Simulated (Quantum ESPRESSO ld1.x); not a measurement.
Values are calculated unless marked as measured or tabulated.
Is Ho- bound? Neutral atom [Xe] 4f11 6s2, anion [Xe] 4f12 6s2. Non-relativistic spherical Kohn-Sham, ld1.x of Quantum ESPRESSO 7.5; with spin, open shells are filled with parallel spins first. "No" means that the self-consistent cycle ended without a solution in which all occupied levels of the anion are bound.

method                                                                          e(HOMO) neutral (eV)  anion bound  e(HOMO) anion (eV)  EA, Delta-SCF (eV)  <r> HOMO anion (bohr)
LDA (Slater exchange, Perdew-Zunger correlation), spin-polarised                      6s down -3.616           no                   -                   -                      -
LDA (Slater exchange, Perdew-Zunger correlation) + SIC, spin-polarised                6s down -5.492          yes      6s down -0.554              -0.077                   6.61
LDA (Slater exchange, Perdew-Wang correlation) + SIC, spin-polarised                  6s down -5.488          yes      6s down -0.553              -0.088                   6.62
LDA (Slater exchange, Perdew-Zunger correlation) + Latter tail, spin-polarised        6s down -4.534           no                   -                   -                      -
PBE, spin-unpolarised                                                                      6s -3.522           no                   -                   -                      -
Slater X-alpha with alpha = 1, spin-unpolarised                                            6s -4.368           no                   -                   -                      -

With the Latter tail the total energy is not variational, so no affinity is given for it. Relativity is left out, which matters for an element this heavy.
